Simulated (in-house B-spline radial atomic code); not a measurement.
**Ionising Dy⁶⁴⁺ with different functionals**

Computed with a radial B-spline atomic code at the basis-set limit: scalar-relativistic (spin-free X2C) Hamiltonian, Fermi nucleus of rms radius 5.2218 fm, spin-polarised at highest spin, spherical fractional occupations for the functionals. The ionisation energy is the difference of two self-consistent energies, 1s2 → 1s1, without Breit or QED terms; ε is the level of the shell that loses the electron (its least bound occupied spin orbital). There is no spin-orbit coupling in this Hamiltonian.

```tsv
method	rung	ΔSCF (eV)	-ε(1s) (eV)
LDA PW92	LDA	61793.4	61338.3
LDA exchange-only	LDA	61786.8	61333.7
PBEsol	GGA	61842.7	61378.5
PW91	GGA	61875.1	61410.3
TPSS	meta-GGA	61879.1	61439.3
LC-wPBE	range-separated hybrid	61874.2	61413.5
HSE06	range-separated hybrid	61873.9	61523.8
```

(1) Among the functionals, which spreads more, the ΔSCF values or the orbital energies?

(2) How do they compare with the NIST value?

Results:

(1) The orbital energies: ΔSCF values span about 92.3 eV and the orbital energies 190.1 eV.

(2) NIST lists 61736.6 eV ± 0.1 (tabulated theory, ground level to ground level). Errors run from +50.1 to +142.5 eV; LDA PW92 is closest (+56.7 eV), but part of that can be cancellation, since the calculations leave out Breit-QED terms.
